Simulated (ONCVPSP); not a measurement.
Transferability test, ONCV potential for Cl

chlorine (Cl), optimised norm-conserving Vanderbilt (ONCV), made with ONCVPSP 4.0.1 (PBEsol, scalar-relativistic). Core [Ne], reference 3s2 3p5. Waves: 3s: rc 1.25 bohr, ncon 4, nbas 8, qcut 6.1 1/bohr, local; 3p: rc 1.35 bohr, ncon 5, nbas 9, qcut 6.2 1/bohr, 2 projectors, debl 3.7 Ha. Local part: the s channel. Core correction: Teter function, fcfact 5.5, rcfact 1.4.

Energies are relative to the spin-unpolarised reference configuration 3s2 3p5; without spin polarisation the order of configurations can differ from experiment.

```csv
valence configuration,charge,ΔE all-electron (eV),error AE − PS (meV)
3s2 3p4,+1,13.836,+1.1
3s2 3p3,+2,39.233,+13
```

Task: What are ΔE and the potential's error for 3s2 3p4.5?

Result: ΔE = 5.564 eV all-electron; the error (AE − PS) is -0.1 meV.

Task: What are ΔE and the potential's error for 3s2 3p2?

Result: ΔE = 77.488 eV all-electron; the error (AE − PS) is +50 meV.

Levels in the configuration 3s2 3p4:

```json
{"level": "3s", "all-electron (eV)": "-32.009", "pseudo (eV)": "-32.003"}
{"level": "3p", "all-electron (eV)": "-19.381", "pseudo (eV)": "-19.375"}
```
